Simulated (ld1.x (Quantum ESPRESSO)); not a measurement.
# Varying the ultrasoft potential for calcium

Base potential:

```json
{"Element": "Ca (Z = 20)", "Generator": "ld1.x (Quantum ESPRESSO) 7.5", "Type": "ultrasoft", "Functional": "PBE", "Relativity": "scalar-relativistic", "Frozen core": "[Ne]", "Valence charge": "10", "Reference configuration": "3s2 3p6 3d0 4s0 4p0 (charge +2)", "Partial waves": "3s (bound): rcut 1.50, rcutus 1.85 bohr; 4s (bound, empty): rcut 1.50, rcutus 1.85 bohr; 3p (bound): rcut 1.65, rcutus 2.10 bohr; 4p (bound, empty): rcut 1.65, rcutus 2.10 bohr; 3d (bound, empty): rcut 1.50, rcutus 1.90 bohr; 3d channel at 1.55 Ry: rcut 1.50, rcutus 1.90 bohr", "Local potential": "all-electron potential smoothed inside 2.10 bohr (lloc = -1)", "Core correction": "none", "Augmentation charge": "PSQ, inside the norm-conserving radii"}
```

Cutoffs, loose and tight: the cutoffs (Ry, on a coarse ladder) from which the occupation-weighted sum of valence levels, in a spherical-Bessel basis at the reference potential, stays within 10 and 1 mRy of its value at 400 Ry. They do not see the model core or the augmentation charge, which bear on the density cutoff. Test errors are all-electron minus pseudo excitation energies from the reference, over the configurations 3s2 3p6 3d0 4s2 4p0; 3s2 3p6 3d0 4s1 4p0; 3s2 3p6 3d0 4s1.5 4p0; 3s2 3p6 3d0 4s0 4p2; 3s2 3p6 3d0 4s0 4p1; 3s2 3p6 3d0.5 4s1.5 4p0; 3s2 3p6 3d1 4s0 4p0. A dash means not determined; rows that change the core or the reference have their own tests. The largest error is taken over the tests solved by every variant that gives reliable tests at all: 3s2 3p6 3d0 4s1 4p0; 3s2 3p6 3d0 4s1.5 4p0; 3s2 3p6 3d0 4s2 4p0.

Cutoffs are not given where the Bessel-basis levels miss the radial ones by over 6 mRy, ghosts where they miss by over 20 mRy; a channel whose overlap is not positive is not tested.

A file whose overlap is not positive is unfit for use, and its test errors describe a broken file.

| change | outcome | bound ghosts | largest test error (meV) |
| --- | --- | --- | --- |
| base | generated, overlap not positive | not determined (overlap not positive) | -5.6 |
| waves 3d (bound): rcut 1.30, rcutus 1.38 bohr; 3d channel at 1.55 Ry: rcut 1.30, rcutus 1.38 bohr | generated, overlap not positive | not determined (overlap not positive) | -5.6 |
| local potential all-electron potential smoothed inside 1.66 bohr (lloc = -1) | generated, overlap not positive | not determined (overlap not positive) | -4.0 |
| core correction a·sin(br)/r model core inside 1.70 bohr | generated, overlap not positive | not determined (overlap not positive) | -5.6 |
| wave 3d channel at 1.55 Ry: rcut 1.50, rcutus 1.90 bohr becomes 3d channel at 0.3 Ry: rcut 1.50, rcutus 1.90 bohr | generated, overlap not positive | not determined (overlap not positive) | -5.6 |
| type PAW; local potential all-electron potential smoothed inside 1.50 bohr (lloc = -2); core correction a·sin(br)/r model core, default radius (ld1.x builds one for every PAW set, though the input has nlcc=.false.) | generated, overlap not positive | not determined (overlap not positive) | +0.3 |
| all radii scaled by about 1.05 (s 1.94, p 2.20, d 2.00 bohr, rcut 1.58/1.74/1.58); local potential all-electron potential smoothed inside 2.20 bohr (lloc = -1) | generated, overlap not positive | not determined (overlap not positive) | -18 |
| waves 3s (bound): rcut 1.50, rcutus 1.72 bohr; 4s (bound): rcut 1.50, rcutus 1.72 bohr | generated, overlap not positive | not determined (overlap not positive) | -1.3 |

Q: What comes out with this change to the base: reference 3s2 3p6 3d0 4s1.5 4p0?

A: outcome: generated, overlap not positive; bound ghosts: not determined (overlap not positive); largest test error (meV): +92 over the solved tests; test run stopped at test 5 of 7 (negative rho). A file whose overlap is not positive is unfit for use, and its test errors describe a broken file.

Q: What comes out with this change to the base: waves 3p (bound): rcut 1.65, rcutus 2.84 bohr; 4p (bound): rcut 1.65, rcutus 2.84 bohr?

A: outcome: generated, overlap not positive; bound ghosts: not determined (overlap not positive); largest test error (meV): -25. A file whose overlap is not positive is unfit for use, and its test errors describe a broken file.
